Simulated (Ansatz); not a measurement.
A made-up structure of ZnSiH3, doublet:

Si1  (-0.155, 0.077, -0.057)
Zn2  (1.981, -0.989, 0.723)
H3  (3.103, -1.600, 1.565)
H4  (-0.752, -0.686, -1.191)
H5  (0.084, 1.475, -0.519)
(Å)

It is relaxed with PBE-D4/def2-SVP and then PBE0-D4/def2-TZVP (Ansatz 0.2.0). Atoms count as bonded within 1.22 times the sum of their covalent radii (H–H: 0.88 Å). The end point is not checked to be a true minimum.

(1) Does its bonding change? (A judgement: the text doesn't fix the answer.)

## Answers

(1) By the calculation: No: no bond forms or breaks.

Where it ends: The first stage lowers the energy by 0.18 eV in 5 steps. It ends as ZnSiH₃ ([SiH2][ZnH]):
```csv
atom,x (Å),y (Å),z (Å)
Si1,0.0243,0.0436,-0.1536
Zn2,1.9043,-0.9540,0.8127
H3,3.1092,-1.6210,1.5228
H4,-0.7953,-0.6849,-1.1620
H5,0.0196,1.4928,-0.4987
```

Labels in which every atom is bracketed show which atoms are joined, not bond orders.

For scale, one of the runs: PBE0-D4/def2-TZVP relaxation, 103 basis functions, launched by `ansatz run in.yaml --threads 2 --pin off --events-out ev --progress --plain --max-ram 4352MiB`. The run took about 9 s on 2 CPU threads of an AMD EPYC 9R45 (shared host).
